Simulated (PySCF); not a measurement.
Cartesian coordinates (Å):
```xyz
28

C     -5.6095     1.3503    -0.0013
C     -5.2042     2.5066    -0.0008
C     -4.4662     3.6489    -0.0011
C     -3.6004     4.5158    -0.0012
C     -2.4401     5.2253     0.0002
C     -1.2840     5.6310     0.0012
C      0.0691     5.7678     0.0021
C      1.2867     5.6314     0.0028
C      2.5650     5.1670     0.0036
C      3.6023     4.5151     0.0039
C      4.5527     3.5422     0.0032
C      5.2048     2.5050     0.0032
C      5.6392     1.2162     0.0026
C      5.7768    -0.0013     0.0029
C      5.6096    -1.3511     0.0018
C      5.2045    -2.5074     0.0014
C      4.4687    -3.6512     0.0003
C      3.6012    -4.5164    -0.0004
C      2.4415    -5.2268    -0.0016
C      1.2844    -5.6296    -0.0021
C     -0.0687    -5.7662    -0.0028
C     -1.2862    -5.6288    -0.0023
C     -2.5647    -5.1653    -0.0019
C     -3.6029    -4.5147    -0.0018
C     -4.5537    -3.5422    -0.0032
C     -5.2071    -2.5057    -0.0035
C     -5.6410    -1.2167    -0.0031
C     -5.7782     0.0008    -0.0021
```
Charge 0, multiplicity 1.

**Question.** What is the computed total energy, LUMO and dipole moment (CAM-B3LYP-D3(BJ)/def2-SVP (PySCF 2.14.0))?

**Answer.** 
```
Quantity              Result
-------------  -------------
total energy   -1064.7535 Ha
LUMO                -2.97 eV
dipole moment      0.003 e·Å
```
